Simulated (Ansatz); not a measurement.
`[F][Y]([F])[Cl]` + `O[Si](F)(Cl)Br` → `[OH][Y]([F])[Cl]` + `F[Si](F)(Cl)Br` at 298.15 K and 1 bar (redistribution).

Program: Ansatz. Geometries: PBE0-D4/def2-TZVP. ΔE: electronic, gas phase. CCSD(T)/CBS adds triple-zeta CCSD(T) − MP2 to the extrapolated MP2 energy (def2 sets, frozen cores). Elements past krypton have def2 core potentials. For Br, Y outer-core shells are correlated without core-valence functions, which leaves a few kJ/mol of doubt a bond. Scalar relativity is left out up to krypton. Each species was taken in one conformer, which may not be the lowest.

```tsv
species	CCSD(T)/CBS energy (Eh)	H − E (kJ/mol)	S (J/(mol·K))
`[F][Y]([F])[Cl]`	-697.87737	28.6	338.1
`O[Si](F)(Cl)Br`	-3497.97222	73.7	353.2
`[OH][Y]([F])[Cl]`	-673.84260	58.8	353.2
`F[Si](F)(Cl)Br`	-3522.00110	42.8	340.7
```

H − E and S are ideal-gas, rigid-rotor, harmonic terms from PBE0-D4/def2-TZVP, for one conformer and one mirror image of each species. 1 Eh = 2625.50 kJ/mol, R = 8.31446 J/(mol·K).

By hand: ΔE, ΔH, ΔS and ΔG.

ΔE = (-673.84260) + (-3522.00110) − (-697.87737) − (-3497.97222) = 0.00589 Eh = 15.5 kJ/mol. Δ(H − E) = 58.8 + 42.8 − 28.6 − 73.7 = -0.7, so ΔH = 14.8 kJ/mol. ΔS = 353.2 + 340.7 − 338.1 − 353.2 = 2.6 J/(mol·K). ΔG = 14.8 − 298.15 × (2.6)/1000 = 14.0 kJ/mol.

By hand: the equilibrium constant, and the temperature at which ΔG would vanish if ΔH and ΔS stayed fixed.

log₁₀ K = −ΔG/(RT ln 10) = -2.5. ΔG = 0 at ΔH/ΔS = 5692 K, far beyond where these terms or the molecules hold.

The number of gas molecules stays the same, so ΔS is small and ΔH decides. A doubt of 5 kJ/mol in ΔE shifts log₁₀ K by 0.9 here. Other conformers and mirror images would add mixing entropy, several J/(mol·K) or more a flexible species. Modes under 60 cm⁻¹, often nearly free rotors, make the harmonic entropy too high. These are equilibria of isolated gas molecules and say nothing of rates. Largest T1 diagnostic: 0.014 (customary marks: 0.02 for closed shells, 0.045 for open ones).
